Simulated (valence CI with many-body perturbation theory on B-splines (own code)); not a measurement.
Values are calculated unless marked as measured or tabulated.
# Tm⁴⁸⁺: what the settings do

Level of theory: valence CI with perturbative core correlation (CI+MBPT): three valence electrons over a frozen Dirac-Fock core [Ar], radial functions for each j: 6 s, 6 p, 5 d, 5 f, 1 g, with the one-electron correlation potential Σ1, the two-electron term Σ2, the three-electron term Σ3, Breit, model QED; selected CI, second order for the rest, scaled by the run's own slope (own B-spline code, finite nucleus).

The last digits are not significant, and no measured levels were compared; by estimate large intervals hold to a few tenths of a per cent, small ones and those within an open d or f shell to about a per cent. Only levels of the ground parity were solved; by the run's estimate the other parity begins above the list, which can be wrong where configurations are misplaced.

The reference run has the lowest level (3d3/2^3) J=3/2 and an ionisation energy of 4200.22 eV. Its largest variational space holds 2196 state functions.

Levels are named by their leading jj configuration (3d3/2^4 stands for four electrons in 3d with j = 3/2), which in mixed levels can hold well under half, so a name can repeat and another be missing. Letters in brackets count levels of one name in rising energy.

Changed runs:
A. scale of Σ1 1 → 0; scale of Σ2 1 → 0; three-electron term on → off
B. scale of Σ1 1 → 0
C. size limit of the variational space 10000 → 3000
D. correlating orbitals by l 3 3 3 3 1 → 2 2 1 1 0; natural orbitals for correlation on → off (bad on purpose)

Excitation energies of the reference run in cm⁻¹, and shifts in cm⁻¹:

| Level | Reference | A | B | C | D |
| --- | --- | --- | --- | --- | --- |
| (3d3/2^2 3d5/2) J=5/2 [a] | 365706 | -5417 | -1724 | 0 | -968 |
| (3d3/2^2 3d5/2) J=3/2 | 414168 | -2785 | -1719 | 0 | -312 |
| (3d3/2^2 3d5/2) J=7/2 | 439154 | -3950 | -1799 | 0 | -421 |
| (3d3/2^2 3d5/2) J=9/2 | 441802 | -4957 | -1752 | 0 | -333 |
| (3d3/2^2 3d5/2) J=1/2 | 453025 | -995 | -1759 | 0 | +60 |
| (3d3/2^2 3d5/2) J=5/2 [b] | 618526 | +1544 | -1972 | 0 | +1408 |
| (3d3/2 3d5/2^2) J=7/2 [a] | 798115 | -8610 | -3453 | 0 | -926 |
| (3d3/2 3d5/2^2) J=9/2 | 830613 | -9323 | -3508 | 0 | -824 |
| (3d3/2 3d5/2^2) J=3/2 [a] | 868860 | -3982 | -3522 | 0 | -76 |
| (3d3/2 3d5/2^2) J=1/2 | 890393 | -4198 | -3542 | 0 | +195 |
| (3d3/2 3d5/2^2) J=11/2 | 902703 | -9055 | -3532 | 0 | -186 |
| (3d3/2 3d5/2^2) J=5/2 [a] | 906927 | -1910 | -3463 | 0 | +234 |
| Ionisation energy (eV) | 4200.22 | -8.66 | -2.65 | 0 | -0.30 |

No effect on these energies: C.
